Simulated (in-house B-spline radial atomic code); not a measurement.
**RPA and G0W0 on r2SCAN0: C III (C2+)**

Configuration [He] 2s2, mean-field start r2SCAN0. Computed with a B-spline radial code for spherical atoms: all electrons, scalar-relativistic (spin-free one-electron X2C), finite nucleus, each spin shell either full or empty, empty states to l = 9 with an (l + 1/2)⁻⁴ tail; G0W0 by contour deformation at full frequency.

Command:
```bash
python run_gw.py task.json out
```
Settings (radii: box in bohr, nucleus in fm):
```
Z                        6
electrons                4
configuration            [He] 2s2
hamiltonian              x2c
method                   r2scan0
lmax                     9
rms_radius               2.4702
spin_polarised           False
box_radius               17.55
intervals                72
ion_configuration        [He] 2s1
```

Time taken, with all properties: 2.5 s on 1 thread of Arm Neoverse N1, on a shared host.

Energies (hartree):

```csv
term,value
mean-field total,-36.50690
Hartree-Fock functional on these orbitals,-36.42314
direct second order,-0.25438
second-order exchange,0.12458
SOSEX correction,0.099231
```

(1) What is the RPA correlation energy, and what remains with SOSEX?

Quasi-particle levels (eV):

```json
{"level": "2s", "occupied": "yes", "mean field": "-42.22", "Σx - vxc": "-3.87", "Σc": "?", "QP weight": "?", "G0W0": "?"}
{"level": "2p", "occupied": "no", "mean field": "-29.431", "Σx - vxc": "6.17", "Σc": "-1.60", "QP weight": "0.952", "G0W0": "-24.856"}
```

G0W0 = mean field + (Σx - vxc) + Σc, with Σc (partial-wave tail included) taken at the quasi-particle energy. Levels of low weight are left out.

(2) Where does G0W0 put 2s?

(3) What does it cost to remove one electron (to [He] 2s1) by differences of total energies, each species on its own start (correlation terms add to the Hartree-Fock functional)?

## Answers

(1) RPA gives -0.20264 hartree (-1.38 eV per electron); RPA + SOSEX gives -0.10341, and the second-order doubles -0.1298 hartree (no singles). SOSEX takes back 49 % of the RPA value.

(2) At -47.82 eV, with Σc = -1.73 eV and a quasi-particle weight of 0.942. The tabulated removal energy is 47.888 eV (NIST, measured).

(3) r2SCAN0 46.71 eV, Hartree-Fock functional 45.79 eV, + RPA 47.86 eV, + RPA + SOSEX 47.31 eV, + second order 47.96 eV. Tabulated: 47.888 eV (NIST, measured).
